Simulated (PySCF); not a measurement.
SMILES F[Si](F)(F)CC[Si](Cl)(Cl)Cl (PBE0/def2-SVP optimised geometry):

```
14

Si    -2.211    -0.288     0.000
F     -2.793    -1.012    -1.308
F     -2.796     1.206     0.000
F     -2.814    -1.043     1.278
C     -0.369    -0.288     0.000
C      0.224     0.423    -1.223
Si     2.086     0.446    -1.249
Cl     2.764     1.419    -2.919
Cl     2.814    -1.474    -1.251
Cl     2.799     1.406     0.421
H     -0.028     0.188     0.935
H     -0.028    -1.337     0.049
H     -0.111     1.474    -1.276
H     -0.105    -0.054    -2.162
```

Level of theory: PBE0/def2-TZVP in PySCF.

Q: What are the frontier orbital energies and the dipole moment?

A: HOMO-2 -9.77 eV, HOMO-1 -9.45 eV, HOMO -9.15 eV, LUMO -0.27 eV, LUMO+1 0.23 eV; dipole moment 0.75 D.

Meta-Löwdin charges at PBE0/def2-TZVP: Si1 1.67, F2 -0.49, F3 -0.49, F4 -0.49, C5 -0.50, C6 -0.46, Si7 0.98, Cl8 -0.26, Cl9 -0.27, Cl10 -0.27, H11 0.15, H12 0.15, H13 0.14, H14 0.14.
